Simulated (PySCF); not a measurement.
## Correlation energy of Ne⁺ (neon, charge +1)

[He] 2s2 2p5, 2P determinant. Calculation: PySCF 2.14, in 6-31G*; no relativity, point nucleus. Frozen: 1s2; 7 electrons correlated.

MP2 pair energies summed by pair of shells (mhartree):

| pair | energy | share (%) |
| --- | --- | --- |
| 2p-2p | -60.42 | 62.8 |
| 2s-2p | -31.38 | 32.6 |
| 2s-2s | -4.47 | 4.6 |

Total MP2 correlation energy: -96.26 mhartree.

Same-spin part -24.82 and opposite-spin part -71.44 mhartree; SCS-MP2 scales them by 1/3 and 6/5 to -94.01 mhartree.

| level | correlation energy (mhartree) |
| --- | --- |
| CCSD | -104.34 |
| (T) | -1.39 |
| CCSD(T) | -105.73 |

Diagnostics: T1 = 0.0053, D1 = 0.0092, largest double amplitude 0.038.

Cost of the coupled-cluster step: 0.11 s of wall time on 1 thread of Neoverse-N1 (shared host), for 7 correlated electrons.
